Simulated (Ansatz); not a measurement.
# Worked example: CuH + CHBr2I → CuI + CH2Br2

Species: CuH, singlet; CHBr2I (dibromoiodomethane) `BrC(Br)I`, singlet; CuI, singlet; CH2Br2 (dibromomethane) `BrCBr`, singlet. The partners trade H for I: Cu–H and C–I bonds give way to Cu–I and C–H.

Shapes, held fixed at every level: PBE0-D4/def2-TZVP. Programs: Ansatz 0.2.0. The zero-point and thermal change to 298 K, harmonic and unscaled (PBE0-D4/def2-TZVP), is +15.6 kJ/mol.

At wB97M-V/def2-TZVPP; 1 Eh = 2625.50 kJ/mol:

```
species   energy (Eh)
    CuH  -1640.991395
 CHBr2I  -5484.406536
    CuI  -1938.171256
 CH2Br2  -5187.320821
```

Problem. Work out ΔH(298 K) of the reaction at this level.

Solution. 
1. Products less reactants: (-1938.171256) + (-5187.320821) − [(-1640.991395) + (-5484.406536)] = -0.094146 Eh = -247.2 kJ/mol.
2. With the thermal change: -247.2 + (+15.6) = -231.6 kJ/mol.

Other levels give -312.6 (HF/def2-TZVPP) to -199.9 kJ/mol (PBE-D4/def2-TZVPP). No measured value is set beside it here. For atoms past krypton def2 sets carry core potentials with scalar relativity. Relativity is left out for Br unless named.
